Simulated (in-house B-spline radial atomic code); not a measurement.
A radial electron density 4πr²n(r) was computed for an atom or ion in its tabulated ground configuration with a B-spline radial code for spherical atoms; method: Dirac-Kohn-Sham PBE0, spherical fractional occupations, exact exchange averaged over the configuration. Columns: r (bohr), 4πr²n(r) (electrons per bohr), bar.

```
0.000494    2.939 #
0.000609    4.104 #
0.000751    5.706 ##
0.000926    7.886 ###
 0.00114     10.8 ###
 0.00141    14.78 #####
 0.00174    19.95 ######
 0.00214     26.5 ########
 0.00264    34.84 ###########
 0.00326    45.04 ##############
 0.00402    56.87 ##################
 0.00496    69.97 ######################
 0.00612    83.34 ###########################
 0.00755    95.47 ##############################
 0.00931    104.5 #################################
  0.0115    108.6 ###################################
  0.0142    107.2 ##################################
  0.0175    101.9 ################################
  0.0215    96.86 ###############################
  0.0266    97.66 ###############################
  0.0328      108 ##################################
  0.0404    124.9 ########################################
  0.0499    138.4 ############################################
  0.0615    137.1 ############################################
  0.0758    121.9 #######################################
  0.0935    109.3 ###################################
   0.115    114.4 ####################################
   0.142      128 #########################################
   0.176    121.7 #######################################
   0.216    92.13 #############################
   0.267    69.18 ######################
   0.329    73.52 #######################
   0.406    81.25 ##########################
   0.501    67.72 ######################
   0.618    43.11 ##############
   0.762    26.29 ########
    0.94    18.54 ######
    1.16    12.75 ####
    1.43    6.885 ##
    1.76    2.716 #
    2.18   0.7371 
    2.68   0.1465 
    3.31  0.01764 
    4.08 0.001157 
    5.03 3.302e-05
```

Question: Which atom or ion is it?
A. Os6+
B. Os7+
C. Re6+
D. Ir6+

Answer: A. The area under the curve, ∫4πr²n dr = ∫r·4πr²n d(ln r) on this logarithmic grid, is 70 electrons, which only this option has. The configuration is [Xe] 4f14 5d2.
